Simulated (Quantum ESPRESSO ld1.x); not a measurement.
Problem. The mean radii <r> (bohr) of the occupied orbitals of an atom or ion are listed with their occupations. All-electron calculation, scalar-relativistic Kohn-Sham, LDA (Slater exchange, Perdew-Zunger correlation), spin-unpolarised, spherical densities, point nucleus. Program: ld1.x of Quantum ESPRESSO 7.5.

| orbital | occ. | <r> |
|---|---|---|
| 1s | 2 | 0.03106 |
| 2s | 2 | 0.1295 |
| 2p | 3 | 0.1117 |

Name the element and its charge.

Solution. Z = 47, silver, charge +40: Ag40+ in [He] 2s2 2p3. The 1s radius gives Z: for a bare nucleus <r> = (2 gamma + 1)/(2Z) with gamma = sqrt(1 - (Z/c)^2), 0.03062 bohr for Z = 47, and screening makes it slightly larger (0.03106 here). The occupations add up to 7, and the charge is Z minus that.
